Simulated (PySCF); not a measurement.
Start geometry of `C=C(C)[SiH](O)O` from GFN2-xTB (Å):
```
atom  x, y, z in Å
C1    -0.5886    1.4850   -0.7410
C2    -0.5386    0.3049   -0.1898
C3    -1.7371   -0.6097   -0.1759
Si4    1.0663   -0.3534    0.6246
O5     2.3555    0.5568    0.3568
O6     1.3375   -1.7838   -0.0684
H7     0.2408    2.1837   -0.7742
H8    -1.4993    1.8778   -1.2155
H9    -1.4538   -1.5459   -0.6198
H10   -2.5735   -0.1761   -0.6742
H11   -2.0070   -0.8292    0.8706
H12    0.8527   -0.5200    2.0800
H13    2.3155    1.4996    0.5760
H14    2.2226   -2.1048   -0.0917
```

Q: What comes out of this run: PySCF 2.14.0, PBE0-D3(BJ)/def2-SVP geometry optimisation, gas phase?

A: 
```
atom  x, y, z in Å
C1    -0.6395    1.5014   -0.7288
C2    -0.5771    0.2744   -0.1926
C3    -1.7499   -0.6601   -0.1421
Si4    1.0564   -0.2904    0.4997
O5     2.2544    0.8359    0.2354
O6     1.4262   -1.6908   -0.3083
H7     0.2426    2.1482   -0.7682
H8    -1.5673    1.8981   -1.1604
H9    -1.5303   -1.5840   -0.7020
H10   -2.6583   -0.2029   -0.5641
H11   -1.9712   -0.9700    0.8934
H12    0.9781   -0.5404    1.9769
H13    2.4874    1.3959    0.9800
H14    2.2459   -2.1294   -0.0634
```

The energy falls by 0.290 eV over 14 energy and gradient evaluations, the largest force component goes from 0.0514 to 3.1e-04 Eh/bohr, and the atoms move by 0.172 Å rms after alignment. The bond that changes most is Si4–O5 (oxygen-bound silicon to silanol oxygen), which lengthens by 0.065 Å. Bonds longer at the end by more than 0.005 Å: 8 of 13; shorter: 3. Among the angles that change most is H7–C1–H8, from 113.0° to 117.0°. Among the dihedrals that turn most is H12–Si4–O5–H13, from -70° to -22°. Rotational constants go from 4188, 2251, 1621 to 3968, 2294, 1627 MHz. The orientation of the end geometry is arbitrary; only internal coordinates are fixed.

The run used 128 basis functions and 91 SCF cycles in all.

No PBE0-D3(BJ)/def2-SVP frequencies stand behind this structure, so it isn't proved a minimum. One conformer, not necessarily the lowest.
